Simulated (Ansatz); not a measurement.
Reaction (redistribution): `FB1CO1` + `Cl[SiH]1[SiH2][GeH2]1` → `ClB1CO1` + `F[SiH]1[SiH2][GeH2]1`

Calculated with Ansatz (gas phase, PBE0-D4/def2-TZVP geometries, no zero-point term in ΔE). CCSD(T)/CBS is the MP2 limit (def2-TZVPP, def2-QZVPP) plus CCSD(T) − MP2 in def2-TZVPP, frozen cores. Functionals use def2-TZVPP. For Ge outer-core shells are correlated without core-valence functions, which leaves a few kJ/mol of doubt a bond. Scalar relativity is left out up to krypton.

Is it downhill or uphill in electronic energy at CCSD(T)/CBS, and by how much? (Estimate.)

Ansatz gave: Uphill: ΔE = +17.9 kJ/mol.

What do these levels give: LDA (SPW92), revPBE-D4, BLYP-D4, r2SCANh-D4, BHLYP-D4, ωB97M-V, BLYP, r2SCAN, RPA@PBE/def2-TZVPP, HF/def2-SVP, CCSD(T)/def2-SVP, CCSD/def2-TZVPP? (Estimate.)

Computed: LDA (SPW92) 18.6, revPBE-D4 19.4, BLYP-D4 17.7, r2SCANh-D4 19.3, BHLYP-D4 22.6, ωB97M-V 18.9, BLYP 14.8, r2SCAN 17.7, RPA@PBE/def2-TZVPP 13.8, HF/def2-SVP 36.4, CCSD(T)/def2-SVP 28.2, CCSD/def2-TZVPP 17.8 kJ/mol.

Largest T1 diagnostic among the species: 0.014.

At CCSD(T), def2-SVP lies +10.3 kJ/mol from the extrapolated value and def2-TZVPP −0.9 kJ/mol. Leaving LDA and LC-ωPBE aside and taking each functional with its dispersion term where it has one, the values, not all of them listed here, spread over 5.8 kJ/mol, from B2PLYP to BHLYP-D4. In def2-TZVPP, CCSD(T) changes the Hartree–Fock value by −6.8 kJ/mol (the triples alone add −0.8 kJ/mol) and MP2 by −6.5 kJ/mol.
